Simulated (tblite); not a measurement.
Compound: C4H5FO2Si.
Atom-mapped SMILES: `[O:1]=[C:2]1[O:3][CH2:4][CH:5]=[C:6]1[SiH2:7][F:8]` (hydrogens: H9, H10 on C4; H11 on C5; H12, H13 on Si7)

Computed with GFN2-xTB (tblite), gas phase: L-BFGS steps from a force-field or distance-geometry start until the largest atomic force falls under 0.01 eV/Å.

Step 80: E = -701.0861 eV
```
atom  x, y, z in Å  |  force x, y, z in eV/Å
O1      0.3621    2.3267    0.6783    0.023  -0.059   0.003
C2     -0.2431    1.3289    0.4033   -0.006   0.030  -0.008
O3     -1.5969    1.2665    0.3882   -0.026  -0.026  -0.022
C4     -2.0197   -0.0290    0.0200   -0.001  -0.007   0.023
C5     -0.7532   -0.7991   -0.1722   -0.005  -0.004   0.028
C6      0.2972   -0.0050    0.0433    0.002   0.037   0.014
Si7     2.1407   -0.3480   -0.0841    0.105  -0.048   0.012
F8      2.3797   -0.7316   -1.6349    0.006   0.027   0.063
H9     -2.6457   -0.4491    0.8182    0.019   0.038  -0.035
H10    -2.6256    0.0396   -0.8945    0.069  -0.046   0.063
H11    -0.7446   -1.8433   -0.4235   -0.051   0.018  -0.063
H12     2.4846   -1.5719    0.6401   -0.053   0.103  -0.032
H13     2.9603    0.8158    0.2001   -0.081  -0.062  -0.046
```

Step 81: E = -701.0874 eV
```
atom  x, y, z in Å  |  force x, y, z in eV/Å
O1      0.3648    2.3225    0.6820    0.001   0.001   0.027
C2     -0.2452    1.3284    0.4057    0.026   0.019  -0.043
O3     -1.5992    1.2662    0.3902    0.022   0.002   0.014
C4     -2.0184   -0.0287    0.0205    0.008  -0.024   0.035
C5     -0.7529   -0.7975   -0.1752    0.035   0.003   0.001
C6      0.2967   -0.0015    0.0384    0.014  -0.034   0.033
Si7     2.1424   -0.3470   -0.0822   -0.034  -0.053  -0.036
F8      2.3833   -0.7392   -1.6296    0.010   0.012   0.027
H9     -2.6421   -0.4546    0.8142   -0.016   0.024   0.046
H10    -2.6277    0.0426   -0.8873    0.026  -0.047  -0.047
H11    -0.7438   -1.8409   -0.4303   -0.052   0.023  -0.059
H12     2.4788   -1.5644    0.6475   -0.029   0.036   0.012
H13     2.9591    0.8145    0.1884   -0.010   0.036  -0.011
```

Problem. Estimate the geometry and energy of step 82. (The exact step hangs on the optimiser's Hessian estimate; all steps are aligned on step 81, rigid shifts and turns removed.)

Solution. E = -701.0883 eV, largest force 0.149 eV/Å
```
atom  x, y, z in Å  |  force x, y, z in eV/Å
O1      0.3688    2.3115    0.7144   -0.062  -0.062   0.008
C2     -0.2455    1.3231    0.4227    0.081   0.066  -0.034
O3     -1.5995    1.2628    0.4071    0.047  -0.015   0.018
C4     -2.0190   -0.0268    0.0174    0.001  -0.008   0.022
C5     -0.7546   -0.7945   -0.1877    0.036  -0.004  -0.016
C6      0.2956   -0.0018    0.0340    0.044  -0.025   0.060
Si7     2.1434   -0.3454   -0.0825    0.036   0.011  -0.109
F8      2.3765   -0.7921   -1.6212   -0.008   0.043   0.142
H9     -2.6469   -0.4646    0.8003   -0.018   0.022   0.079
H10    -2.6273    0.0603   -0.8894    0.030  -0.049  -0.067
H11    -0.7453   -1.8349   -0.4561   -0.058   0.034  -0.059
H12     2.4942   -1.5363    0.6877   -0.041   0.080  -0.014
H13     2.9554    0.8392    0.1356   -0.087  -0.092  -0.030
```

The energy changes by -0.0009 eV. The first-order estimate −F·Δx gives -0.0021 eV and the mean of the old and new forces, exact on a quadratic surface, -0.0007 eV. The step makes an angle of 84° with the force vector and moves no atom by more than 0.058 Å.

What follows is the cost of the whole relaxation. The run took 0.83 s wall on one thread of an Arm Neoverse V1, on a shared host.
